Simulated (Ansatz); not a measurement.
Reaction (redistribution): `CCO[SiH2]N` + `C[NH][AlH][Cl]` → `CCO[SiH2]Cl` + `C[NH][AlH][NH2]`

Isolated molecules relaxed with PBE0-D4/def2-TZVP in Ansatz; ΔE leaves out vibrations. CCSD(T)/CBS adds triple-zeta CCSD(T) − MP2 to the extrapolated MP2 energy (def2 sets, frozen cores). DFT in def2-TZVPP. One conformer a species, not always the lowest.

| level | ΔE (kcal/mol) |
| --- | --- |
| r2SCAN-D4 | 9.1 |
| B2PLYP | 9.1 |
| PBE0 | 9.3 |
| SCS-MP2/def2-TZVPP | 9.1 |
| HF/def2-QZVPP | 10.2 |
| MP2/def2-QZVPP | 9.0 |
| HF/CBS(def2) | 10.2 |
| CCSD/CBS(def2) | 9.2 |

Question: What does CCSD(T)/CBS give? (An estimate is asked.)

Answer: The calculation gave: +9.1 kcal/mol. The listed levels differ from it by 0.0, 0.0, 0.2, 0.0, 1.1, -0.1, 1.1, 0.1 kcal/mol.

Largest T1 diagnostic among the species: 0.011.

In def2-TZVPP, CCSD(T) changes the Hartree–Fock value by −1.1 kcal/mol (the triples alone add −0.1 kcal/mol) and MP2 by −1.2 kcal/mol.
